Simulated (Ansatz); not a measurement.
The cluster Rb2F2 (the lowest singlet isomer of a short search). Charge 0, multiplicity 1. Geometry PBE0-D4/def2-TZVP, basis def2-TZVP, Ansatz.

```xyz
4

Rb    0.940    0.034   -1.648
Rb   -0.940   -0.033    1.647
F    -1.288   -0.758   -0.751
F     1.289    0.756    0.751
```

```tsv
run	HOMO (eV)	LUMO (eV)
A	-9.56	0.32
B	-8.30	-0.18
C	-6.71	-0.50
D	-5.16	-0.35
E	-6.96	-0.15
```

In the def2 sets Rb takes a core potential; there is no spin–orbit coupling. LC-ωPBE has ω = 0.4 bohr⁻¹. The structure comes from a short search, and lower isomers may exist.

Task: The runs used CAM-B3LYP, LC-ωPBE, PBE0, r2SCAN, r2SCAN0. Estimate which is which.

Result: A LC-ωPBE (range-separated); B CAM-B3LYP (range-separated); C PBE0 (25 % exact exchange); D r2SCAN (0 % exact exchange); E r2SCAN0 (25 % exact exchange). Exact exchange lowers occupied and raises empty levels; among semilocal functionals meta-GGAs tend to open the gap a little, and such runs are hard to tell apart. The gap grows from 4.81 eV (r2SCAN) to 9.87 eV (LC-ωPBE).
